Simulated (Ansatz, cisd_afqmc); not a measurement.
Species: C2H2F2, charge 0, singlet. C2H2F2 (SMILES C=C(F)F).
B3LYP-D3(BJ)/def2-TZVP minimum from Ansatz (a quantum-chemistry and plane-wave program):
```xyz
6

C      1.3666    -0.1842    -0.0960
C      0.0659    -0.0089    -0.0046
F     -0.8303    -0.9779     0.0790
F     -0.5461     1.1633     0.0177
H      2.0191     0.6710    -0.1597
H      1.7731    -1.1820    -0.1067
```
Charge 0, spin multiplicity 1.

Total energies in cc-pVTZ, 24 correlated electrons, 4 frozen orbitals. Radicals and triplets start from unrestricted determinants; spin-orbit coupling is neglected. Cores are frozen in correlated methods. No relativity. The Monte Carlo rows (phaseless AFQMC, CISD trial, step 0.005/hartree) carry one-sigma bars that omit the constraint's bias. Outlying blocks are dropped, and bars are widened where a walk drifts. Over all cases where full CI ran beside it in this data, AFQMC minus full CI had a median of +0.1 mEh and passed +0.4 mEh in a tenth of the cases.

| method | program | energy (Eh) | minus AFQMC/CISD (mEh) |
|---|---|---|---|
| HF | Ansatz | -275.84930 | 861.2 ± 0.4 |
| MP2 | Ansatz | -276.66562 | 44.9 ± 0.4 |
| CCSD | Ansatz | -276.67857 | 31.9 ± 0.4 |
| CCSD(T) | Ansatz | -276.70886 | 1.6 ± 0.4 |
| AFQMC/CISD | cisd_afqmc | -276.7105 ± 0.0004 | 0.0 |
